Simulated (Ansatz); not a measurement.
Molecule: C2H7ClSi2 (charge 0, singlet). 
Geometry from a B3LYP-D3(BJ)/def2-TZVP (Ansatz, a quantum-chemistry and plane-wave program) optimisation:
```xyz
12

C     -3.1280     0.4618    -0.0070
C     -1.9262     0.3177    -0.5623
Si    -0.8021    -1.1309    -0.2418
Si     1.1438    -0.3708     0.8236
Cl     1.9558     1.1354    -0.3658
H     -3.5450    -0.2844     0.6609
H     -3.7496     1.3307    -0.1961
H     -1.5643     1.1043    -1.2200
H     -1.4954    -2.1191     0.6227
H     -0.3944    -1.7872    -1.5089
H      0.8621     0.2210     2.1512
H      2.1781    -1.4193     0.9788
```
Charge 0, spin multiplicity 1.

Atomisation energy built up term by term with Ansatz (kcal/mol; UHF references for open shells; valence terms freeze the core; atomic spin-orbit terms are left out). CBS(X,Y): correlation extrapolated as X^-3; Hartree-Fock from the larger set.

| term | basis | kcal/mol |
|---|---|---|
| Hartree-Fock | aug-cc-pV(Q+d)Z | 759.84 |
| CCSD correlation | CBS(aug-cc-pV(T+d)Z,aug-cc-pV(Q+d)Z) | 226.18 |
| (T) | CBS(aug-cc-pV(T+d)Z,aug-cc-pV(Q+d)Z) | 14.55 |
| core correlation | cc-pwCVTZ | 2.16 |
| scalar relativity (X2C) | cc-pVTZ-DK against cc-pVTZ | -1.85 |
| sum: De |  | 1000.9 |

(T) makes 1.5 % of the CCSD(T) atomisation energy; under 5 % is typical of single-reference molecules.
